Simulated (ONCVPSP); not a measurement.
**What the settings do to the ONCV potential of Mo**

Base potential:

ONCVPSP 4.0.1 input, shortened (lines: element, Z, core and valence counts, functional; n l f; lmax; l rc ep ncon nbas qcut; lloc lpopt rc5 dvloc0; l nproj debl; icmod fcfact rcfact), BLYP, scalar-relativistic:

```
  Mo 42.00    6    4  -106131      upf
    1    0    2.00
    2    0    2.00
    2    1    6.00
    3    0    2.00
    3    1    6.00
    3    2   10.00
    4    0    2.00
    4    1    6.00
    4    2    5.00
    5    0    1.00
    3
    0    1.85    0.00    4    9    6.70
    1    1.15    0.00    3    6    7.40
    2    1.85    0.00    4    8    7.30
    3    1.45    0.20    4    7    7.10
    4    5    1.10    0.00
    0    2    2.10
    1    2    3.60
    2    2    2.70
    3    3    2.10
    0    0.00    0.00
```

Cutoffs, loose and tight: the cutoffs (Ha) at which the residual kinetic energy of the hardest occupied pseudo-wave falls to 1 and 0.1 mHa per electron. They do not see the model core or the augmentation charge, which bear on the density cutoff. Test errors are all-electron minus pseudo excitation energies from the reference, over the configurations 4s2 4p6 4d5 5s0; 4s2 4p6 4d4 5s0; 4s2 4p6 4d3 5s0; 4s2 4p6 4d4 5s1. A dash means not determined; rows that change the core or the reference have their own tests.

For the base: The cutoffs count occupied waves only; projector 3 of the f channel, the hardest unoccupied one, needs 91 Ha at the loose tolerance.

A true bound ghost makes a file unfit for plane-wave use even where its test errors are small: the radial tests pick states by their node count and pass the ghost by.

| change | outcome | cutoff, loose | cutoff, tight | bound ghosts | GHOST(+) flags above zero | largest test error (meV) |
| --- | --- | --- | --- | --- | --- | --- |
| base | generated | 29 Ha | 82 Ha | f | s | +3.8 |
| f: qcut 9.8 | generated | 29 Ha | 82 Ha | none | s | +3.8 |
| local potential polynomial inside 1.10 bohr (lpopt 5, dvloc0 -0.5 Ha) | generated | 29 Ha | 82 Ha | f | s | +3.8 |
| s: qcut 4.3; p: qcut 4.8; d: qcut 4.7; f: qcut 4.6 | generated | 77 Ha | 125 Ha | f | s, f | +22 |
| s: rc 2.08 | generated | 29 Ha | 82 Ha | f | s | +4.7 |
| f: debl 0.45 | generated | 29 Ha | 82 Ha | f | s, f | +3.8 |
| p: qcut 6.5 | generated | 65 Ha | 108 Ha | f | s | +3.9 |
| all radii scaled by about 0.81 (s 1.50, p 0.94, d 1.50, f 1.18 bohr); local potential polynomial inside 0.90 bohr (lpopt 5, dvloc0 0 Ha) | generated | 32 Ha | 131 Ha | f | s, p, f | +1.4 |
| functional PBE | generated | 29 Ha | 82 Ha | f | s | -1.8 |

What comes out with this change to the base: d: rc 2.12?

outcome: generated; cutoff, loose: 29 Ha; cutoff, tight: 82 Ha; bound ghosts: f; GHOST(+) flags above zero: s; largest test error (meV): +8.8.
